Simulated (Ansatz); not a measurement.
`C=C(F)BCl` + CH₃SH → `CSBCl` + `C=CF` at 298.15 K and 1 bar (ligand exchange at a B–C bond).

Gas-phase electronic energies from Ansatz, PBE0-D4/def2-TZVP geometries. CBS: MP2 limit from def2 TZ/QZ plus the TZ coupled-cluster correction, frozen cores. This one scheme is used for every species. One conformer a species, not always the lowest.

```csv
species,CCSD(T)/CBS energy (Eh),H − E (kJ/mol),S (J/(mol·K))
`C=C(F)BCl`,-662.28140,145.1,316.0
CH₃SH,-438.22835,133.0,253.2
`CSBCl`,-922.86962,156.8,322.9
`C=CF`,-177.66469,127.2,252.2
```

H − E and S are ideal-gas, rigid-rotor, harmonic terms from PBE0-D4/def2-TZVP, for one conformer and one mirror image of each species. 1 Eh = 2625.50 kJ/mol, R = 8.31446 J/(mol·K).

Question: By hand: ΔE, ΔH, ΔS and ΔG.

Answer: ΔE = (-922.86962) + (-177.66469) − (-662.28140) − (-438.22835) = -0.02456 Eh = -64.5 kJ/mol. Δ(H − E) = 156.8 + 127.2 − 145.1 − 133.0 = 5.9, so ΔH = -58.6 kJ/mol. ΔS = 322.9 + 252.2 − 316.0 − 253.2 = 5.9 J/(mol·K). ΔG = -58.6 − 298.15 × (5.9)/1000 = -60.4 kJ/mol.

Question: By hand: the equilibrium constant, and the temperature at which ΔG would vanish if ΔH and ΔS stayed fixed.

Answer: log₁₀ K = −ΔG/(RT ln 10) = 10.6. ΔH and −TΔS have one sign here, so there is no such temperature. One of them is within its doubt of zero, so this could turn.

The number of gas molecules stays the same, so ΔS is small and ΔH decides. A doubt of 5 kJ/mol in ΔE shifts log₁₀ K by 0.9 here. Other conformers and mirror images would add mixing entropy, several J/(mol·K) or more a flexible species. These are equilibria of isolated gas molecules and say nothing of rates. Largest T1 diagnostic: 0.013 (customary marks: 0.02 for closed shells, 0.045 for open ones).
